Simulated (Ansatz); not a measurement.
ClF3Ti (`[F][Ti]([F])([F])[Cl]`), relaxed with RKS PBE0-D4/def2-TZVP in Ansatz from a PBE-D4/def2-SVP geometry. The force threshold is 0.005 eV/Å; the program also tests the step.

Total charge 0; spin multiplicity 1.

Start:

```xyz
5

F    -0.645    0.505    1.569
Ti   -0.004   -0.062    0.054
F     1.587   -0.715    0.320
F    -1.036   -1.319   -0.564
Cl    0.098    1.592   -1.379
```

```tsv
step	energy (eV)	largest force (eV/Å)	largest move (Å)
1	-43783.1777	0.267	0.000
2	-43783.1808	0.031	0.015
3	-43783.1808	0.007	0.002
4	-43783.1808	0.000	0.000
```

End:

```xyz
5

F    -0.644    0.508    1.564
Ti   -0.004   -0.063    0.055
F     1.586   -0.710    0.316
F    -1.035   -1.314   -0.567
Cl    0.097    1.579   -1.368
```

Hardware: 4 threads of a server CPU on a shared host. Wall time 11 s, peak host memory 0.48 GiB.
